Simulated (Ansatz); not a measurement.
```yaml
crystal:
  periodic: [false, false, false]
  atoms:
    - {symbol: B, position_ang: [0.002240, 1.039297, 1.645722]}
    - {symbol: N, position_ang: [-0.128667, -0.179882, 0.958687]}
    - {symbol: Si, position_ang: [-0.459182, -1.681792, 1.789845]}
    - {symbol: Si, position_ang: [0.046599, -0.192658, -0.800129]}
    - {symbol: C, position_ang: [-1.272411, 0.858997, -1.588417]}
    - {symbol: C, position_ang: [1.759314, 0.356193, -1.282310]}
    - {symbol: H, position_ang: [-0.110380, 1.085101, 2.838742]}
    - {symbol: H, position_ang: [0.229744, 2.046015, 1.027289]}
    - {symbol: H, position_ang: [-1.732036, -2.270231, 1.295103]}
    - {symbol: H, position_ang: [-0.558180, -1.415696, 3.244636]}
    - {symbol: H, position_ang: [0.628507, -2.661080, 1.527011]}
    - {symbol: H, position_ang: [-0.150305, -1.619353, -1.193649]}
    - {symbol: H, position_ang: [-2.268315, 0.510368, -1.305694]}
    - {symbol: H, position_ang: [-1.196295, 0.822325, -2.678335]}
    - {symbol: H, position_ang: [-1.174445, 1.901494, -1.275790]}
    - {symbol: H, position_ang: [1.940954, 1.384723, -0.960967]}
    - {symbol: H, position_ang: [1.888962, 0.310946, -2.366855]}
    - {symbol: H, position_ang: [2.516397, -0.283366, -0.822889]}
basis:
  gaussian: {orbitals: aug-cc-pVDZ}
hamiltonian: {xc: {name: B3LYP-D3}}
scf: {lower_state_search: off}
```

```sh
$ ansatz run in.yaml --threads 4 --pin off --events-out ev --progress --plain --max-ram 11315MiB
```

It prints (some lines left out):

```
Error: YAML parse error: error: line 24 column 19: hamiltonian.xc: no functional is named "B3LYP-D3"; the names, which are not case-sensitive, are SVWN5, SPW92, PBE, PBE0, PBEsol, revPBE, revPBE0, RPBE, rPW86-PBE, HSE06, wPBEh, LC-wPBE, HISS, HF, BLYP, B3LYP, B3LYP5, BHLYP, CAM-B3LYP, r2SCAN, r2SCANh, r2SCAN0, r2SCAN50, m-r2SCAN, B97, wB97, wB97X, wB97X-V, B97M-V, wB97M-V, B2PLYP, B2GP-PLYP, PBE0-DH, PBE-QIDH
22 | basis:
23 |   gaussian: {orbitals: aug-cc-pVDZ}
24 | hamiltonian: {xc: {name: B3LYP-D3}}
25 | scf: {lower_state_search: off}
```

Q: Something in this input is off. What?

A: The method's name isn't one that the program takes here. The program refused the input.

HSE06 is defined as in plane-wave codes.
